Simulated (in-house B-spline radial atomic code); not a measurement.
Configurations of Te VIII (Te7+), with energies counted from [Kr] 4d9. Level of theory: Dirac-Hartree-Fock, average of configuration, Fermi nucleus of rms radius 4.7423 fm; calculated with a B-spline radial code for spherical atoms. Energies include first-order Breit, QED and recoil terms.

Occupations are held fixed; configurations that lie above the ionisation limit could autoionise.

```json
{"configuration": "[Kr] 4d8 6s1", "E - E(ref) (eV)": "91.117", "highest orbital": "6s1/2", "its <r> (bohr)": "3.036"}
{"configuration": "[Kr] 4d8 8g1", "E - E(ref) (eV)": "132.03", "highest orbital": "8g7/2", "its <r> (bohr)": "10.63"}
{"configuration": "[Ar] 3d10 4s2 4p5 4d9 4f1", "E - E(ref) (eV)": "159", "highest orbital": "4f7/2", "its <r> (bohr)": "1.329"}
{"configuration": "[Ar] 3d10 4s2 4p5 4d9 5g1", "E - E(ref) (eV)": "194.99", "highest orbital": "5g7/2", "its <r> (bohr)": "3.386"}
{"configuration": "[Ar] 3d10 4s2 4p5 4d9 8s1", "E - E(ref) (eV)": "205.93", "highest orbital": "8s1/2", "its <r> (bohr)": "6.807"}
{"configuration": "[Ar] 3d10 4s2 4p5 4d9 8g1", "E - E(ref) (eV)": "216.3", "highest orbital": "8g7/2", "its <r> (bohr)": "10.62"}
```

Task: Order these further configurations by energy, lowest first.
A. [Kr] 4d8 5f1
B. [Kr] 4d8 8p1
C. [Kr] 4d8 7g1
D. [Kr] 4d8 5g1
E. [Kr] 4d8 6p1

Result: E (97.253 eV), A (102.88 eV), D (110.72 eV), B (123.55 eV), C (127.83 eV).

Task: How far above the reference does [Kr] 4d8 8f1 lie?

Result: 130.26 eV; its least bound orbital is 8f7/2 with <r> = 9.775 bohr.

Task: How far above the reference does [Kr] 4d8 4f1 lie?

Result: 75.568 eV; its least bound orbital is 4f7/2 with <r> = 1.351 bohr.
